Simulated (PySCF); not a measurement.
## Electric field gradients and quadrupole coupling constants

Compound: C4H6ClF3Si.
Z-matrix (Å and degrees, GFN2-xTB geometry), rows numbered from 1:
```
C 
C   1  1.3193
C   2  1.4974  1  124.20
Si  3  1.8957  2  111.78  1   112.31
F   4  1.6071  3  109.70  2    65.26
C   4  1.9473  3  108.68  2   177.68
F   6  1.3540  4  111.58  3    68.02
F   6  1.3511  4  113.07  3   -50.07
Cl  6  1.7856  4  111.07  3  -171.85
H   1  1.0777  2  121.75  3     0.50
H   1  1.0759  2  121.90  3   179.95
H   2  1.0808  1  120.53  3   179.44
H   3  1.0913  2  109.42  1   -10.62
H   3  1.0956  2  108.98  1  -127.84
H   4  1.4487  3  119.68  2   -58.48
```

Field gradients from the PBE0/pcSseg-1 density (PySCF, non-relativistic), principal values in atomic units, ordered |Vxx| ≤ |Vyy| ≤ |Vzz|:

```json
{"atom": "Cl9", "Vxx": "-1.8726", "Vyy": "-1.9124", "Vzz": "3.7850"}
```

Question: Find the asymmetry η = (Vxx − Vyy)/Vzz and the couplings χ = eQV/h (234.96 MHz × Q in barn × V in au), with Q(35Cl) = −0.0817 b.

Answer: 
| atom | environment | nucleus | η | χzz (MHz) | χxx (MHz) | χyy (MHz) |
| --- | --- | --- | --- | --- | --- | --- |
| Cl9 | chlorine on a fluorinated carbon | 35Cl | 0.01 | -72.66 | 35.95 | 36.71 |

The gradient is axial or nearly so (η below 0.05) at Cl9. The tensor is traceless: Vxx + Vyy + Vzz = 0.

Question: What is Vzz at Cl9 in SI units (1 au = 9.71736 × 10²¹ V/m²)?

Answer: 3.7850 au = 36.780 × 10²¹ V/m².

Were the hydrogens deuterons (Q(2H) = 0.00286 b), χzz would run from 112 kHz (H15) to 228 kHz (H11).

The structure is a single GFN2-xTB conformer in the gas phase; no vibrational or solvent corrections. GFN2-xTB bond lengths can be off by several hundredths of an ångström, more for odd bonds, and the gradients follow them. The basis is small and wasn't made for field gradients, so the couplings can be 20 % off.
